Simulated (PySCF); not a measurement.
# How methods differ on the excitation energy of Al²⁺

Al²⁺ [Ne] 3s1 (2S) → Al²⁺ [Ne] 3p1 (2P), as a difference of total energies. Calculation: PySCF 2.14, in aug-cc-pwCVTZ (8s7p5d3f, 75 functions); no relativity, point nucleus. Correlated levels: nothing frozen. The calculations carry no spin-orbit coupling.

```tsv
method	excitation energy (eV)
UHF	6.554
MP2 (all electrons)	6.668
SCS-MP2 (all electrons)	6.641
CCSD (all electrons)	6.665
CCSD(T) (all electrons)	6.669
```

Q: How much does correlation contribute at CCSD(T) (all electrons)?

A: 6.669 − (6.554) = 0.115 eV, measured against UHF.

A first-order spin-orbit estimate (lowest level to lowest level, LS coupling) adds -0.015 eV.
